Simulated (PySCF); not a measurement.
A search over the determinants of AsN

Unrestricted PBE0; As cc-pVTZ-PP with ECP10, N cc-pVTZ; scalar-relativistic core potentials (PySCF 2.14). Outer shells of the fragments: As 3d10 4s2 4p3; N 2s2 2p3.

Followed along the bond (rough minima from three points):

```
2Ms+1  unpaired  ⟨S²⟩ at the start  R at minimum (Å)  Te (eV)
    1      none               0.00              1.60     0.00
    3      π ↑↑               2.14              1.77     2.54
    5    π ↑↑↑↑               6.01  none in the scan   ≤ 3.60
```

Solutions found at the starting distance of 1.830 Å, counted from the lowest of them; the search is not exhaustive and high or unbound solutions are not listed, so other states can lie among these:

```tsv
2Ms+1	unpaired	term	E (eV)	⟨S²⟩	⟨Lz²⟩	μ (D)
1	none	¹Σ⁺	0.00	0.00	0.00	-3.09
3	π ↑↑	mixed	1.53	2.14	2.01	-2.08
3	π ↑↑	mixed	2.24	2.01	2.01	-2.23
1	π ↑↓	mixed	2.47	1.01	2.06	-2.35
3	σ ↑, π ↑	³Π	2.59	2.23	1.06	-1.88
5	π ↑↑↑↑	⁵Σ⁺	2.88	6.01	0.00	-0.84
1	σ ↓, π ↑	mixed	2.90	1.27	1.05	-2.17
5	σ ↑, π ↑↑↑	⁵Π	3.82	6.01	1.00	-1.01
1	π ↑↑↓↓	mixed	3.84	2.01	4.04	-0.81
3	σ ↓, π ↑↑↑	mixed	4.72	3.02	1.00	-1.21
1	σ ↓, π ↑↑↓	mixed	4.89	2.02	3.03	-1.16
3	σ ↑, π ↑	³Π	5.98	2.16	1.01	-1.12
3	σ ↑↑	³Σ⁺	6.33	2.05	0.00	-1.13
5	σ ↑, π ↑↑↑	⁵Π	7.22	6.01	1.01	-0.22
```

A term symbol is given only where ⟨S²⟩ and ⟨Lz²⟩ are close to those of a pure state; real π, δ and φ orbitals otherwise mix terms. A positive dipole means As(−)N(+).

Problem. Compare the gap between the two lowest followed solutions at the starting distance with the gap between their minima.

Solution. At PBE0 the second solution (triplet, unpaired electrons π ↑↑) lies +1.53 eV from the first (singlet, closed shell) at 1.830 Å and +2.54 eV at the minima; the two curves relax by different amounts, since their minima lie near 1.77 and 1.60 Å.

Counting both spins, an empty level lies below a filled one in some of these solutions, because spin and occupation are held.
